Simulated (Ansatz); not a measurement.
The same ligand exchange along the group B, Al, Ga, In.

Program: Ansatz. Geometries: PBE0-D4/def2-TZVP. ΔE: electronic, gas phase. CCSD(T)/CBS is the MP2 limit (def2-TZVPP, def2-QZVPP) plus CCSD(T) − MP2 in def2-TZVPP, frozen cores. This one scheme is used for every species. Functionals use def2-TZVPP. Elements past krypton have def2 core potentials. For Ga, I, In outer-core shells are correlated without core-valence functions, which leaves a few kJ/mol of doubt a bond. Scalar relativity is left out up to krypton.

```json
{"reaction": "`BI` + HCl → `BCl` + HI", "RPA@PBE/def2-TZVPP (eV)": "-0.22", "CCSD(T)/CBS(def2) (eV)": "-0.20"}
{"reaction": "`[AlH2][I]` + HCl → `[AlH2][Cl]` + HI", "RPA@PBE/def2-TZVPP (eV)": "-0.13", "CCSD(T)/CBS(def2) (eV)": "-0.08"}
{"reaction": "`[GaH2][I]` + HCl → `[Cl][GaH2]` + HI", "RPA@PBE/def2-TZVPP (eV)": "0.09", "CCSD(T)/CBS(def2) (eV)": "0.15"}
{"reaction": "`[InH2][I]` + HCl → `[Cl][InH2]` + HI", "RPA@PBE/def2-TZVPP (eV)": "0.21", "CCSD(T)/CBS(def2) (eV)": "0.31"}
```

Largest T1 diagnostic: 0.014, for `[Cl][InH2]`.
